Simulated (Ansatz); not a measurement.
## Worked example: CHBr2F + SiH2(CH3)Cl → CHBrClF + SiH2(CH3)Br

Species: CHBr2F (dibromofluoromethane) `FC(Br)Br`, singlet; SiH2(CH3)Cl ((chlorosilyl)methane), singlet; CHBrClF (bromochlorofluoromethane) `FC(Cl)Br`, singlet; SiH2(CH3)Br, singlet. The partners trade Br for Cl: C–Br and Si–Cl bonds give way to C–Cl and Si–Br.

Shapes, held fixed at every level: PBE0-D4/def2-TZVP. Programs: Ansatz 0.2.0. The zero-point and thermal change to 298 K, harmonic and unscaled (PBE0-D4/def2-TZVP), is +0.3 kJ/mol.

At CCSD(T)/def2-TZVPP; 1 Eh = 2625.50 kJ/mol:

```
    species   energy (Eh)
     CHBr2F  -5283.774106
SiH2(CH3)Cl   -789.878086
    CHBrClF  -3170.795606
SiH2(CH3)Br  -2902.854605
```

**Question.** Work out ΔH(298 K) of the reaction at this level.

**Answer.** 
1. Products less reactants: (-3170.795606) + (-2902.854605) − [(-5283.774106) + (-789.878086)] = 0.001981 Eh = +5.2 kJ/mol.
2. With the thermal change: +5.2 + (+0.3) = +5.5 kJ/mol.

Other levels give -2.5 (CCSD/def2-SVP) to +6.4 kJ/mol (MP2/def2-TZVPP). No measured value is set beside it here. Relativity is left out for Br. Outer-core shells of Br are correlated in most correlated rows, in sets that cover them unevenly.
